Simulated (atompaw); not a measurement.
# u(r) = r·R(r): atom against pseudo-atom (Sm)

Columns: radius, all-electron u(r) and pseudo u(r) of the 5p shell (level -26.19 eV) of samarium in the configuration [Kr] 4d10 4f6 5s2 5p6 5d0 6s1.5 6p0; PBEsol, scalar-relativistic, PAW (atompaw) scheme, atompaw 4.2.0.5.

| r (bohr) | all-electron | pseudo |
| --- | --- | --- |
| 0.115 | 0.0992 | 0.0194 |
| 0.231 | 0.2247 | 0.0764 |
| 0.346 | -0.2184 | 0.1650 |
| 0.462 | -0.4521 | 0.2787 |
| 0.577 | -0.3669 | 0.4056 |
| 0.692 | -0.1111 | 0.5360 |
| 0.808 | 0.1856 | 0.6606 |
| 0.923 | 0.4461 | 0.7680 |
| 1.038 | 0.6458 | 0.8525 |
| 1.154 | 0.7826 | 0.9104 |
| 1.269 | 0.8613 | 0.9393 |
| 1.385 | 0.8943 | 0.9413 |
| 1.500 | 0.8923 | 0.9200 |
| 1.615 | 0.8656 | 0.8807 |
| 1.731 | 0.8219 | 0.8287 |
| 1.846 | 0.7682 | 0.7703 |
| 1.962 | 0.7084 | 0.7086 |
| 2.077 | 0.6472 | 0.6472 |
| 2.192 | 0.5865 | 0.5865 |
| 2.308 | 0.5275 | 0.5275 |
| 2.423 | 0.4722 | 0.4722 |
| 2.538 | 0.4208 | 0.4208 |
| 2.654 | 0.3732 | 0.3732 |
| 2.769 | 0.3302 | 0.3302 |
| 2.885 | 0.2912 | 0.2912 |
| 3.000 | 0.2564 | 0.2564 |

Question: How many radial nodes do the two functions have?

Answer: The all-electron 5p function has n − l − 1 = 3 (the table is too coarse to show those close to the nucleus); the pseudo-wave has 0, since the states of the same l below it are removed with the core.

Question: At about which radius was the pseudo-wave matched?

Answer: 2.05 bohr, where the columns begin to agree (steps of 0.12 bohr).

Question: Is the pseudo-wave norm-conserving?

Answer: No, it belongs to a PAW set: the norm inside the radius is not constrained, and the difference is carried by the augmentation charge.
